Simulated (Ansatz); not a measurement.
Mulliken charges of `[NH2][Cd][F]` from r2SCAN/def2-TZVPP in Ansatz (PBE0-D4/def2-TZVP geometry).

```tsv
atom	x (Å)	y (Å)	z (Å)	charge (e)
N1	-0.333	0.922	-0.346	-0.579
Cd2	0.605	-0.740	0.245	0.825
F3	1.652	-2.275	0.787	-0.551
H4	-0.956	0.729	-1.124	0.152
H5	-0.918	1.291	0.396	0.152
```

Q: By hand: the dipole of these point charges (1 e Å = 4.8032 D).

A: Σ q r = (-0.503, 0.416, -0.142) e Å, of length 0.668 e Å = 3.21 D.

Q: How does the dipole of the full density compare? (An estimate is asked.)

A: Ansatz gave: (-0.498, 0.327, -0.109) e Å, 2.91 D; the point charges give 1.10 times that, at 6° from its direction.

Point charges leave out the atoms' own dipoles, such as those of lone pairs, and Mulliken's split depends on the basis, so the close match here is no proof of good charges.
